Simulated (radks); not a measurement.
The numbers below are computed, except where a source is named.
Question: Re II, 74 electrons, occupied as [Xe] 4f14 5d5 6s1 (the NIST ground configuration). Code: a radial shooting solver on a logarithmic mesh with Libxc functionals. Model: Dirac Kohn-Sham, PBE, spin-unpolarised, spherical densities, finite nucleus; open shells are shared between the two j in proportion to 2j + 1; Fermi nuclear charge, rms radius 5.3698 fm. Some entries of the table are withheld. Estimate them.

| orbital | occ. | eigenvalue (eV) | <1/r> (bohr^-1) | <r> (bohr) |
|---|---|---|---|---|
| 1s1/2 | 2 | -71540.00 | 88.71 | 0.01804 |
| 2s1/2 | 2 | -12401.97 | 21.63 | 0.07559 |
| 2p1/2 | 2 | -11869.80 | 21.60 | 0.06246 |
| 2p3/2 | 4 | -10430.19 | 18.04 | 0.07054 |
| 3s1/2 | 2 | -2877.051 | (1) | 0.1969 |
| 3p1/2 | 2 | -2638.903 | 7.858 | 0.1870 |
| 3p3/2 | 4 | -2326.272 | 6.936 | 0.2019 |
| 3d3/2 | 4 | -1925.390 | 6.831 | 0.1765 |
| 3d5/2 | 6 | -1857.525 | 6.614 | 0.1811 |
| 4s1/2 | 2 | -606.4855 | 3.342 | 0.4405 |
| 4p1/2 | 2 | -507.0160 | 3.232 | 0.4450 |
| 4p3/2 | 4 | -434.0866 | 2.911 | 0.4784 |
| 4d3/2 | 4 | -270.5782 | 2.699 | 0.4934 |
| 4d5/2 | 6 | -257.1022 | 2.622 | 0.5048 |
| 5s1/2 | 2 | (2) | 1.305 | 1.037 |
| 5p1/2 | 2 | -62.7225 | 1.176 | 1.138 |
| 5p3/2 | 4 | -51.7585 | 1.061 | 1.240 |
| 4f5/2 | 6 | -51.3510 | 2.180 | 0.5761 |
| 4f7/2 | 8 | -48.8394 | 2.148 | 0.5850 |
| 5d3/2 | 2 | -13.5064 | 0.7243 | 1.812 |
| 6s1/2 | 1 | -12.6797 | 0.4426 | (3) |
| 5d5/2 | 3 | -12.5779 | 0.6965 | 1.882 |

Answer: 
(1) 3s1/2 <1/r> (bohr^-1): 7.942
(2) 5s1/2 eigenvalue (eV): -92.7741
(3) 6s1/2 <r> (bohr): 2.867
